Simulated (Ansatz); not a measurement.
Abridged output of a molecular run in Ansatz:

```
Functional definition: HF
1506 factors; integrals over basis functions are off by at most 1.1e-3 eV
mean field evaluation 1: about -33236.0533 eV, gradient 1.9e1 eV
mean field evaluation 2: about -33236.3095 eV, gradient 2.0e1 eV
mean field evaluation 4: about -33238.3559 eV, gradient 3.1e0 eV
mean field evaluation 8: about -33238.3982 eV, gradient 1.3e-1 eV
mean field -33238.39829834 eV, -1221.4886076684 hartree, gradient 5.8e-6 eV, S^2 0.000000; 0 other end points of the search recorded, 0 dependent functions left out
20 core orbitals not correlated: weight in the atoms' cores, before any rotation towards them, 1.000 or more for the frozen orbitals, at most 0.000 for the correlated occupied ones
reference -33238.39829834 eV, -1221.4886076684 hartree; 12, 12 occupied and 234, 234 virtual orbitals, 1506 factors
second order -13.87663210 eV of doubles, -0.00000000 eV of singles
cycle   1  -15.23264771 eV  change    -1.4e0 eV  update   9.8e-2
cycle   2  -15.77751029 eV  change   -5.4e-1 eV  update   3.2e-2
cycle   3  -15.83751680 eV  change   -6.0e-2 eV  update   1.2e-2
cycle   4  -15.83007785 eV  change    7.4e-3 eV  update   4.1e-3
cycle   5  -15.82849572 eV  change    1.6e-3 eV  update   1.5e-3
cycle   6  -15.82829377 eV  change    2.0e-4 eV  update   5.0e-4
cycle   7  -15.82827630 eV  change    1.7e-5 eV  update   1.9e-4
cycle   8  -15.82836004 eV  change   -8.4e-5 eV  update   7.5e-5
cycle   9  -15.82837088 eV  change   -1.1e-5 eV  update   2.6e-5
perturbative correction -0.62993849 eV, -0.0231498124 hartree
Total energy: -33254.85660770 eV, -1222.0934393816 hartree
```

Its atoms:

```xyz
11

Si    0.260   -1.479    1.142
Al   -1.394   -0.894   -0.573
S    -1.277    1.006   -1.647
Si    0.475    1.848   -0.757
H     0.591   -0.317    2.013
H    -0.243   -2.578    2.013
H     1.527   -1.945    0.510
H    -2.606   -1.814   -1.010
H     1.534    0.820   -0.586
H     0.963    2.908   -1.673
H     0.169    2.444    0.568
```

(1) Which basis set was used?
A. def2-QZVPP
B. def2-SVPD
C. cc-pV(Q+d)Z
D. def2-TZVPP

(2) Write the keys of the input that set method, charge and spin (a neutral closed shell needs none for the last two).

## Answers

(1) D. It gives 266 functions.

(2) 
```yaml
correlation: {method: ccsd_t}
```
